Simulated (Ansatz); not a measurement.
`N=C(N)[SiH2]Cl` and `CC(=N)N` differ in one atom or group.

Ansatz, PBE0-D4/def2-TZVP geometries, multiplicity 1. Each molecule was computed in one conformer, which needn't be the lowest.

```csv
property,`N=C(N)[SiH2]Cl`
LUMO energy (B3LYP/def2-TZVPP) / eV,-0.33
size of the dipole moment (ωB97M-V/def2-TZVPP) / D,2.71
LUMO energy (ωB97M-V/def2-TZVPP) / eV,2.01
HOMO energy (PBE/def2-TZVPP) / eV,-6.06
HOMO–LUMO gap (PBE0/def2-TZVPP) / eV,7.20
size of the dipole moment (B3LYP/def2-TZVPP) / D,2.71
```

Give the same properties after the change, and the shifts. (Best estimate.)

Computed: 
```csv
property,`CC(=N)N`,shift
LUMO energy (B3LYP/def2-TZVPP) / eV,0.35,0.68
size of the dipole moment (ωB97M-V/def2-TZVPP) / D,3.35,0.64
LUMO energy (ωB97M-V/def2-TZVPP) / eV,2.11,0.10
HOMO energy (PBE/def2-TZVPP) / eV,-5.67,0.39
HOMO–LUMO gap (PBE0/def2-TZVPP) / eV,7.69,0.49
size of the dipole moment (B3LYP/def2-TZVPP) / D,3.35,0.64
```

With PBE0 the HOMO rises by 0.33 eV and the LUMO rises by 0.82 eV, so the gap widens by about 0.49 eV. PBE moves the HOMO by 0.39 eV and ωB97M-V by 0.29 eV. Dipoles are sizes alone; their direction can turn.

B3LYP here is the variant with VWN-RPA as its local correlation; programs differ in this.
